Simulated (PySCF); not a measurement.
(2S)-2-fluoro-1-methoxypropane (C4H9FO), SMILES COC[C@H](C)F. The structure is a stationary point at PBE0-D3(BJ)/def2-SVP. One conformer was computed; it need not be the lowest.

Computed equilibrium geometry at PBE0-D3(BJ)/def2-SVP (PySCF confirms it by a frequency run) as bond lengths and angles (one conformer of several):
Atoms: C1 O2 C3 C4 C5 F6 H7 H8 H9 H10 H11 H12 H13 H14 H15. Bonded distances (Å): C1–O2 1.392, C1–H7 1.108, C1–H8 1.099, C1–H9 1.109, O2–C3 1.392, C3–C4 1.513, C3–H10 1.109, C3–H11 1.112, C4–C5 1.510, C4–F6 1.382, C4–H12 1.106, C5–H13 1.099, C5–H14 1.098, C5–H15 1.100. Angles (°): O2–C1–H7 112.0, O2–C1–H8 108.0, O2–C1–H9 112.0, H7–C1–H8 108.5, H7–C1–H9 107.8, H8–C1–H9 108.5, C1–O2–C3 113.6, O2–C3–C4 110.3, O2–C3–H10 111.1, O2–C3–H11 111.1, C4–C3–H10 108.3, C4–C3–H11 108.8, H10–C3–H11 107.1, C3–C4–C5 113.8, C3–C4–F6 108.9, C3–C4–H12 107.4, C5–C4–F6 108.9, C5–C4–H12 110.5, F6–C4–H12 107.1, C4–C5–H13 110.1, C4–C5–H14 109.6, C4–C5–H15 110.7, H13–C5–H14 109.3, H13–C5–H15 108.6, H14–C5–H15 108.6.
